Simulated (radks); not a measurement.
Values are calculated unless marked as measured or tabulated.
The barium ion Ba3+, 53 electrons, occupied as [Kr] 4d10 5s2 5p4 6s1 (not the ground configuration).

Level of theory: scalar-relativistic Kohn-Sham, exchange-only LDA, spin-unpolarised, spherical densities, finite nucleus; Fermi nuclear charge, rms radius 4.8378 fm (a radial shooting solver on a logarithmic mesh with Libxc functionals).

Energy parts (eV):
| part | energy |
|---|---|
| total | -220982.31 |
| kinetic | 233322.47 |
| electron-nucleus | -533501.42 |
| Hartree | 84226.08 |
| exchange | -5029.45 |

Orbitals (lengths in bohr, moments of r in powers of bohr; r(90%) holds 90 % of the orbital's charge):
orbital  occ.  eigenvalue (eV)      <r^4>  r(90%)   <1/r>
1s          2        -37246.06  2.080e-06  0.0461   60.64
2s          2        -5913.022  0.0003477   0.170   13.95
2p          6        -5308.480  0.0002527   0.157   13.27
3s          2        -1270.930    0.01446   0.429   5.035
3p          6        -1077.048    0.01511   0.435   4.779
3d         10        -794.5334    0.01276   0.418   4.533
4s          2        -272.5572     0.3837   0.970   2.087
4p          6        -209.9055     0.5092    1.04   1.922
4d         10        -118.8387     0.8981    1.20   1.659
5s          2         -60.7820      11.36    2.26  0.8365
5p          4         -44.6862      19.65    2.60  0.7264
6s          1         -20.9407      246.4    4.87  0.3731

The highest occupied level is 6s at -20.941 eV. Summed over all electrons, <r^2> = 47.20 bohr^2, which gives a Langevin (diamagnetic) susceptibility term of -37.4 x 10^-6 cm^3/mol. The density falls to 0.001 e/bohr^3 at r = 4.39 bohr.
